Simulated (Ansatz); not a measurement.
Ansatz (an electronic-structure program) input:

Ansatz 0.2 input:
```yaml
crystal:
  periodic: [false, false, false]
  atoms:
    - {symbol: Zn, position_ang: [-0.00000000, -0.00000000, -1.53611285]}
    - {symbol: I, position_ang: [0.00000000, 0.00000000, 0.86949784]}
basis:
  gaussian:
    orbitals: def2-SVPD
total_charge: 1
magnetization: {spin_polarized: false}
correlation: {method: ccsd_t, electrons: outside_noble_gas}
output: {forces: true}
```

Question: Predict the final energy.

Answer: -2074.35294 Eh (CCSD(T)/def2-SVPD). The basis has 69 functions.
